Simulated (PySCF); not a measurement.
**Ionisation energy of Dy by level of theory**

Dy [Xe] 4f10 6s2 (high-spin determinant) → Dy⁺ [Xe] 4f10 6s1 (high-spin determinant), as a difference of total energies. Computed with PySCF 2.14 in x2c-TZVPPall with one added diffuse shell each of s, p, d, f type (12s8p8d5f2g, 129 functions), with the spin-free X2C one-electron Hamiltonian (Gaussian nucleus). Correlated levels: valence: [Kr] 4d10 frozen; valence and next inner shell: [Ar] 3d10 frozen. The calculations carry no spin-orbit coupling.

```tsv
method	ionisation energy (eV)
UHF	4.859
LDA	6.163
PBE	5.944
PBE0	5.805
r2SCAN	5.669
MP2 (valence)	5.862
SCS-MP2 (valence)	5.887
```

Task: Estimate what MP2 (valence and next inner shell) gives.

Result: 5.885 eV, closest to SCS-MP2 (valence) among the rows shown.

Task: Estimate what SCS-MP2 (valence and next inner shell) gives.

Result: 5.897 eV, closest to SCS-MP2 (valence) among the rows shown.

Errors of the correlated levels include the incompleteness of this basis and the frozen core.

The determinant of Dy and of Dy⁺ mixes LS terms, which raises its energy above the lowest term, most at the Hartree-Fock and MP2 levels.

For comparison: 5.939 eV (measured; NIST Atomic Spectra Database, ionization energies).
